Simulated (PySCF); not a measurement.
HfI2, SMILES [I][Hf][I], multiplicity 1. Atoms are numbered in the order given.

```xyz
3

Hf     0.0000     0.0000     0.0000
I      0.0000     0.0000     2.7058
I      0.0000     0.0000    -2.7058
```
Charge 0, spin multiplicity 1.

Coordinates come from a B3LYP-D3(BJ)/def2-SVP optimisation. The spin state was assumed, not searched. The def2 effective core potentials stand for the cores of Hf, I; spin–orbit coupling is left out.

Method: TDDFT-PBE/def2-SVPD in PySCF.

Vertical excitations; the highest root listed may be one member of a degenerate set. Gas-phase values at a fixed geometry. State labels are in the subgroup D2h.

| state | symmetry | energy (eV) | λ (nm) | f | main pairs |
|---|---|---|---|---|---|
| S1 | B1g | 1.38 | 897 | 0.000 | HOMO→LUMO+1 (degenerate set) |
| S2 | Ag | 1.38 | 897 | 0.000 | HOMO→LUMO (degenerate set) |
| S3 | B3g | 1.59 | 779 | 0.000 | HOMO→LUMO+2 (degenerate set) |
| S4 | B2g | 1.59 | 779 | 0.000 | HOMO→LUMO+3 (degenerate set) |
| S5 | B3u | 2.91 | 426 | 0.000 | HOMO−1→LUMO+1, HOMO−2→LUMO (degenerate set) |
| S6 | B2u | 2.91 | 426 | 0.000 | HOMO−2→LUMO+1, HOMO−1→LUMO (degenerate set) |
| S7 | B2u | 2.94 | 421 | 0.002 | HOMO−1→LUMO, HOMO−2→LUMO+1 (degenerate set) |
| S8 | B3u | 2.94 | 421 | 0.002 | HOMO−2→LUMO, HOMO−1→LUMO+1 (degenerate set) |
| S9 | B2g | 3.20 | 387 | 0.000 | HOMO−3→LUMO+1, HOMO−4→LUMO (degenerate set) |
| S10 | B3g | 3.20 | 387 | 0.000 | HOMO−4→LUMO+1, HOMO−3→LUMO (degenerate set) |
| T3 | B3g | 1.25 | 992 | 0 | HOMO→LUMO+2 (degenerate set) |
| T4 | B2g | 1.25 | 992 | 0 | HOMO→LUMO+3 (degenerate set) |
Triplets are in the Tamm–Dancoff approximation, which puts them higher than full response would, so one can lie above its singlet here.
